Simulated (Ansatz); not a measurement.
Frontier orbitals of `C[SiH2][Te][SiH3]`.

Cartesian coordinates in Å:
```
C -1.592 -1.034 0.322
Si 0.218 -1.186 0.750
Te 1.699 -0.610 -1.182
Si 1.182 1.811 -0.927
H -1.835 -0.013 0.023
H -1.848 -1.701 -0.503
H -2.209 -1.296 1.187
H 0.568 -2.585 1.111
H 0.562 -0.291 1.888
H 1.645 2.315 0.391
H 1.890 2.527 -2.017
H -0.279 2.062 -1.044
```

Charge 0, multiplicity 1. Correlated methods include outer-core shells of Te, which these sets cover unevenly. Te takes the def2 core potential. The geometry is a stationary point of PBE0-D4/def2-TZVP. It is one conformer, not always the lowest. Basis def2-TZVPP, Ansatz.

```json
{"functional": "LDA (SPW92)", "HOMO (eV)": "-5.54", "LUMO (eV)": "-1.55", "gap (eV)": "3.99"}
{"functional": "PBE", "HOMO (eV)": "-5.42", "LUMO (eV)": "-1.36", "gap (eV)": "4.06"}
{"functional": "r2SCAN", "HOMO (eV)": "-5.66", "LUMO (eV)": "-1.08", "gap (eV)": "4.58"}
{"functional": "B97M-V", "HOMO (eV)": "-5.71", "LUMO (eV)": "-1.23", "gap (eV)": "4.48"}
{"functional": "PBE0", "HOMO (eV)": "-6.42", "LUMO (eV)": "-0.57", "gap (eV)": "5.85"}
{"functional": "B3LYP", "HOMO (eV)": "-6.20", "LUMO (eV)": "-0.78", "gap (eV)": "5.42"}
{"functional": "ωB97M-V", "HOMO (eV)": "-8.47", "LUMO (eV)": "1.11", "gap (eV)": "9.58"}
```

A quarter of exact exchange (PBE0) shifts PBE's HOMO by −1.00 eV and its LUMO by +0.79 eV; full exchange at long range (ωB97M-V) shifts them by −3.05 and +2.47 eV. The gap opens from 4.07 to 9.58 eV, since occupied levels lose self-interaction and empty ones feel all the electrons. A positive LUMO is unbound and depends on the basis.

B3LYP here is the variant with VWN-RPA as its local correlation; programs differ in this.
